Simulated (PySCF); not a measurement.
Gas-phase reaction: ZrOCl2 + 2 HCl = ZrCl4 + H2O

Computed with PySCF (xtb for GFN2) and rigid-rotor harmonic-oscillator thermochemistry at 1 bar. † marks an energy on the PBE0/def2-TZVP geometry and frequencies; other levels use their own. MP2 and CCSD(T) freeze the core. All species are closed-shell singlets. Zr: scalar-relativistic def2 core potential, no spin-orbit coupling. ZrOCl2: computed as isolated molecules; such fragments, hydroxides, amides, oligomers or adducts are transient or little studied in the gas. MP2 isn't extrapolated to the basis-set limit. CCSD(T) isn't extrapolated to the basis-set limit. Warning, large T1 diagnostic: ZrOCl2 (CCSD(T)/def2-SVP†).

```tsv
level	ΔH°(298 K), kJ
BLYP/def2-TZVP†	-279
CCSD(T)/def2-SVP†	?
GFN2-xTB	?
HF/def2-TZVP†	-335
MP2/def2-SVP†	-278
PBE/def2-TZVP†	-293
PBE0/def2-QZVP†	-312
PBE0/def2-TZVP	-311
r2SCAN/def2-TZVP†	?
LDA/def2-TZVP†	?
ωB97X-V/def2-TZVP†	-307
```

Q: Some entries are withheld; supply them.

A: 
- CCSD(T)/def2-SVP†, ΔH°(298 K), kJ: -301
- GFN2-xTB, ΔH°(298 K), kJ: -440
- r2SCAN/def2-TZVP†, ΔH°(298 K), kJ: -316
- LDA/def2-TZVP†, ΔH°(298 K), kJ: -332
